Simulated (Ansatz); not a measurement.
Ansatz (a program for electronic structure) input (revPBE/def2-TZVPD):

Ansatz 0.2 input:
```yaml
crystal:
  periodic: [false, false, false]
  atoms:
    - {symbol: C, position_ang: [0.05376432, -0.05495473, 0.69375621]}
    - {symbol: F, position_ang: [0.56897243, 0.96305033, -0.20189947]}
    - {symbol: F, position_ang: [-0.60481531, -0.92641384, -0.26060467]}
basis:
  gaussian:
    orbitals: def2-TZVPD
hamiltonian:
  xc: {name: revPBE}
total_charge: -1
magnetization: {spin_polarized: true, initial_magnetization: 1}
output: {forces: true}
```

Output:

```
Functional definition: revPBE
integrals: 0.02 GiB planned
568 factors; their error is unknown
mean field: 0.32 GiB planned
mean field evaluation 1: about -6462.4549 eV, gradient 4.5e1 eV
mean field evaluation 2: about -6444.6608 eV, gradient 9.1e1 eV
mean field evaluation 4: about -6469.3067 eV, gradient 3.9e0 eV
mean field evaluation 8: about -6469.3876 eV, gradient 4.2e-2 eV
mean field evaluation 16: about -6469.3822 eV, gradient 1.7e-5 eV
mean field evaluation 32: about -6465.1187 eV, gradient 1.6e1 eV
mean field -6469.38223637 eV, -237.7454120818 hartree, gradient 1.4e-5 eV, S^2 0.755552; 6 other end points of the search recorded, 0 dependent functions left out
the calculation of the forces begins
reference -6469.38227820 eV, -237.7454136192 hartree; 13, 12 occupied and 104, 105 virtual orbitals, 568 factors
Total energy: -6469.38227820 eV, -237.7454136192 hartree
Atom 0 at     0.053764    -0.054955     0.693756 Å, force     0.033516    -0.034258     0.432475 eV/Å
Atom 1 at     0.568972     0.963050    -0.201899 Å, force     0.204848     0.373852    -0.205154 eV/Å
Atom 2 at    -0.604815    -0.926414    -0.260605 Å, force    -0.238364    -0.339594    -0.227321 eV/Å
Dipole moment:    -0.033297     0.034034    -0.429656 e Å
```
